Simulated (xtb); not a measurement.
H5W, SMILES [WH5+] (connectivity only; charge and spin as stated), charge +1, multiplicity 1. All values are semi-empirical tight-binding results from xtb (GFN2-xTB unless named), good for trends rather than for accurate numbers. The structure is a stationary point at GFN2-xTB. The multiplicity is an assumed one; other spin states were not compared.

For metal compounds this method's bond lengths and energies can be far off.

Computed properties:
| Quantity | Result |
|---|---|
| point group as xtb finds it | D3h |
| orbital gap | 4.00 eV |
| zero-point energy | 18.1 kcal/mol |
| G − E(el) at 298.15 K (modified RRHO) | 3.3 kcal/mol |
